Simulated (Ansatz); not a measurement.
Mulliken charges of CH4BFOS, SMILES `OBC(F)S` from B3LYP/def2-TZVPP in Ansatz (PBE0-D4/def2-TZVP geometry).

| atom | x (Å) | y (Å) | z (Å) | charge (e) |
| --- | --- | --- | --- | --- |
| O1 | 0.363 | 1.124 | -1.681 | -0.239 |
| B2 | 0.725 | 0.742 | -0.449 | 0.030 |
| C3 | -0.038 | -0.473 | 0.233 | 0.143 |
| F4 | -0.945 | -1.028 | -0.683 | -0.257 |
| S5 | -0.861 | 0.086 | 1.720 | -0.129 |
| H6 | -0.364 | 0.586 | -2.021 | 0.211 |
| H7 | 1.618 | 1.311 | 0.102 | 0.037 |
| H8 | 0.662 | -1.271 | 0.498 | 0.104 |
| H9 | -1.071 | -1.124 | 2.264 | 0.100 |

Problem. By hand: the dipole of these point charges (1 e Å = 4.8032 D).

Solution. Σ q r = (0.228, -0.133, 0.231) e Å, of length 0.351 e Å = 1.69 D.

Problem. How does the dipole of the full density compare? (Best estimate.)

Solution. Ansatz gave: (0.059, -0.287, 0.098) e Å, 1.48 D; the point charges give 1.14 times that, at 47° from its direction.

Point charges leave out the atoms' own dipoles, such as those of lone pairs, and Mulliken's split depends on the basis, so the two needn't agree.

B3LYP here is the variant with VWN-RPA as its local correlation; programs differ in this.
